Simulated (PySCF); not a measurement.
MgFCl, SMILES [F][Mg][Cl].

Coordinates come from a B3LYP-D3(BJ)/def2-TZVP optimisation.

The numbers are results of PySCF with PBE/def2-TZVPD, not measurements.

Isolated molecule, no solvent.

Computed frontier levels, gap, dipole moment and polarisability:
```json
{
  "highest_occupied_level": "-7.68 eV",
  "lowest_empty_level": "-2.55 eV",
  "orbital_gap": "5.13 eV",
  "dipole_moment": "0.07 D",
  "quadrupole, principal values (traceless, Buckingham form, about the centre of nuclear charge)": "-16.76, 8.38, 8.38 D·Å",
  "mean_static_polarisability": "36.6 bohr³ (5.42 Å³)",
  "polarisability_principal_values": "32.9, 32.9, 43.9 bohr³"
}
```
